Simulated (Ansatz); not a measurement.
Molecule: CH₅BNO₂, charge 0, multiplicity 2. It need not be the lowest isomer of its formula. SMILES: B(O)([N]C)O
Geometry from a B3LYP-D3(BJ)/def2-TZVP (Ansatz, a first-principles code) optimisation:
```
N
C 1 1.4236
H 2 1.0915 1 112.00
H 2 1.0997 3 109.63 1 -123.79
H 2 1.1017 3 108.06 4 -114.32
B 1 1.4448 2 121.05 3 -167.36
O 6 1.3681 1 119.89 2 51.51
H 7 0.9635 6 112.61 1 171.95
O 6 1.3732 7 119.39 8 -5.15
H 9 0.9625 6 112.52 7 174.75
```
Charge 0, spin multiplicity 2.

Atomisation energy built up term by term with Ansatz (kcal/mol; UHF references for open shells; valence terms freeze the core; atomic spin-orbit terms are left out). CBS(X,Y): correlation extrapolated as X^-3; Hartree-Fock from the larger set.

```tsv
term	basis	kcal/mol
Hartree-Fock	cc-pVQZ	688.99
CCSD correlation	CBS(cc-pVTZ,cc-pVQZ)	___
(T)	CBS(cc-pVTZ,cc-pVQZ)	___
core correlation	cc-pwCVTZ	3.87
scalar relativity (X2C)	cc-pVTZ-DK against cc-pVTZ	-1.04
sum: De		___
```

What belongs in the gaps?


- CCSD correlation, kcal/mol: 252.70
- (T), kcal/mol: 16.71
- sum: De, kcal/mol: 961.2
